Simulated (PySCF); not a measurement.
Cyclo-(F2SnO)2.
Cartesian coordinates in Å at the PBE0-D3(BJ)/def2-SVP level; atoms count from 1:
```xyz
8
F4O2Sn2 angstrom
Sn    -0.636   -0.499    1.198
F     -1.575   -2.142    1.446
F     -0.752    0.352    2.902
O      1.177   -0.620    0.369
Sn     0.671    0.480   -1.218
F      0.783   -0.380   -2.918
F      1.612    2.120   -1.476
O     -1.141    0.604   -0.387
```

Method used: PySCF 2.14.0, PBE0-D3(BJ)/def2-SVP geometry optimisation, gas phase, def2 core potentials past Kr.

Question: Which atoms are bound to Sn1, and at what distances?

Answer: 4 atoms: F3 1.908 Å, F2 1.908 Å, O8 1.996 Å, O4 1.997 Å. The nearest atom not counted as bound is Sn5, at 2.92 Å.

Question: List the angles at Sn1.

Answer: 
| angle | degrees | distance of the outer atoms (Å) |
| --- | --- | --- |
| F2–Sn1–O8 | 117.0 | 3.33 |
| F3–Sn1–O4 | 116.9 | 3.33 |
| F2–Sn1–O4 | 116.7 | 3.32 |
| F3–Sn1–O8 | 116.5 | 3.32 |
| F2–Sn1–F3 | 103.8 | 3.00 |
| O4–Sn1–O8 | 86.2 | 2.73 |

Question: Describe the arrangement about Sn1 in numbers.

Answer: Angles from 86.2° to 117.0°; τ4 = (360° − α − β)/141° = 0.89 with α and β the two widest (0 for a square, 1 for a tetrahedron).

Question: Give some angles away from the centre.

Answer: Sn1–O4–Sn5 93.8°, O4–Sn5–F6 116.5°.

Question: What are the rotational constants (commonest isotopes, rigid rotor)?

Answer: A = 2190, B = 460.6, C = 418.0 MHz: a near-prolate asymmetric top.

Point group: D2h (every atom within 0.08 Å of its image). Charge 0, singlet. Whether it is a minimum is left open (no frequencies).

One conformer stands for the species.
